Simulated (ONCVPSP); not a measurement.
# LDA (Perdew-Zunger) ONCV dataset for Tb (Z = 65), non-relativistic all-electron reference.

ONCVPSP 4.0.1 input, shortened (lines: element, Z, core and valence counts, functional; n l f; lmax; l rc ep ncon nbas qcut; lloc lpopt rc5 dvloc0; l nproj debl; icmod fcfact rcfact), LDA (Perdew-Zunger), non-relativistic:

```
  Tb 65.00   10    4        3      upf
    1    0    2.00
    2    0    2.00
    2    1    6.00
    3    0    2.00
    3    1    6.00
    3    2   10.00
    4    0    2.00
    4    1    6.00
    4    2   10.00
    4    3    8.00
    5    0    2.00
    5    1    6.00
    5    2    1.00
    6    0    2.00
    2
    0    2.00    0.00    4    7    5.00
    1    2.56    0.00    5    9    4.30
    2    3.26    0.00    5   10    3.80
    4    5    1.96    0.00
    0    3    3.40
    1    1    3.90
    2    1    3.00
    3    2.50    1.10
```

**Question.** Estimate the cutoffs (Ha) at which the residual kinetic energy of the hardest occupied pseudo-wave falls to 1 and 0.1 mHa per electron.

**Answer.** 11 Ha and 18 Ha.

**Question.** Does the potential have ghost states?

**Answer.** No bound ghost flagged; GHOST(+) flagged for s at 176.1 eV, d at 226.1 eV.

**Question.** Tests: 5s2 5p6 5d1 6s1; 5s2 5p6 5d1 6s0; 5s2 5p6 5d0 6s0; 5s2 5p6 5d1.5 6s1.5. Which has the largest error in its energy relative to the reference configuration, and how large is it?

**Answer.** 5s2 5p6 5d0 6s0, with +39 meV (all-electron minus pseudo) on +38.77 eV.
